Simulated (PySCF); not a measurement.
revPBE on Be (beryllium, neutral), [He] 2s1 3d1, high-spin 3D determinant (an excited configuration). All numbers are calculated (PySCF 2.14, the spin-free X2C one-electron Hamiltonian (Gaussian nucleus), in aug-cc-pCVQZ-DK).

```
cycle= 1 E= -14.3845861082519  delta_E= -0.00216  |g|= 0.00664  |ddm|= 0.674
cycle= 2 E= -14.3845966642669  delta_E= -1.06e-05  |g|= 0.00106  |ddm|= 0.0285
cycle= 3 E= -14.3845969553353  delta_E= -2.91e-07  |g|= 0.000123  |ddm|= 0.00448
cycle= 4 E= -14.3845969712892  delta_E= -1.6e-08  |g|= 8.03e-06  |ddm|= 0.0009
cycle= 5 E= -14.3845969713978  delta_E= -1.09e-10  |g|= 1.07e-06  |ddm|= 0.000252
converged SCF energy = -14.3845969713978  <S^2> = 2.0000011  2S+1 = 3.0000008
```

Highest occupied orbital energy: 0.302 eV; ⟨L²⟩ = 6.01; populations by l: s 3.00, p 0.00, d 1.00, f 0.00.

Q: Can this result be used?

A: Not for this state. The run converged. The outer electron is Rydberg-like, and this basis confines it to a smaller radius and binds it less than a complete one would. At revPBE the highest occupied level has a positive energy, so only the finite basis holds that electron; for this excited configuration the basis is too tight for the outer shell.
